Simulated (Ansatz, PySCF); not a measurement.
CHBNO, SMILES `[C-]#[N+][B-]O` (lower singlet) (charge -1, multiplicity 1). This singlet lies 1.01 eV below the relaxed triplet at the level B3LYP-D3(BJ)/def2-TZVPD (PySCF).

Cartesian coordinates (Å):
```xyz
5

C      1.9294    -0.6144    -0.1317
N      0.9469     0.0154    -0.0166
B     -0.1970     0.9833     0.1529
O     -1.3995     0.2876     0.0715
H     -1.2798    -0.6719    -0.0762
```
Charge -1, spin multiplicity 1.

The restricted HF start is unstable towards unrestricted orbitals.

Give the natural occupations of the active orbitals, the CASSCF energy and the corrected energy for Ansatz (a program for electronic structure) with frozen-core fic-MRCISD+Q@CASSCF(6e,6o)/aug-cc-pVTZ // B3LYP-D3(BJ)/def2-TZVPD.


The natural occupations is 1.98, 1.95, 1.95, 0.05, 0.05, 0.02, the CASSCF energy is -192.6082 Ha and the corrected energy is -193.2086 Ha. The weight of the reference is 0.877.
